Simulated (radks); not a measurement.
The numbers below are computed, except where a source is named.
Valence configurations of Ag+ (all share [Kr]). Level of theory: Dirac Kohn-Sham, LDA (Slater exchange, Perdew-Wang correlation), spin-unpolarised, spherical densities, finite nucleus; open shells fill j = l - 1/2 first; Fermi nuclear charge, rms radius 4.5454 fm (a radial shooting solver on a logarithmic mesh with Libxc functionals). Energies are relative to 4d10; eigenvalues in eV.

\begin{tabular}{lrrrrr}
valence & E (eV) & e(4d3/2) & e(4d5/2) & e(5p1/2) & e(5s1/2) \\ \hline
4d10 & 0.000 & -16.265 & -15.694 & - & - \\
4d9 5s1 & 5.042 & -19.819 & -19.210 & - & -13.138 \\
4d9.5 5s0.5 & 2.271 & -18.013 & -17.423 & - & -12.396 \\
4d8 5p2 & 24.130 & -26.073 & -25.415 & -10.056 & - \\
4d9.5 5p0.5 & 4.861 & -18.711 & -18.118 & -7.681 & - \\
4d9 5p1 & 10.467 & -21.158 & -20.544 & -8.539 & - \\
4d8 5s1 5p1 & 18.118 & -24.867 & -24.213 & -9.445 & -15.388 \\
\end{tabular}

NIST lists [Kr] 4d10 as the ground configuration; this level of theory agrees among the configurations tried. The energies are those of spherical spin-averaged densities, not of single terms.
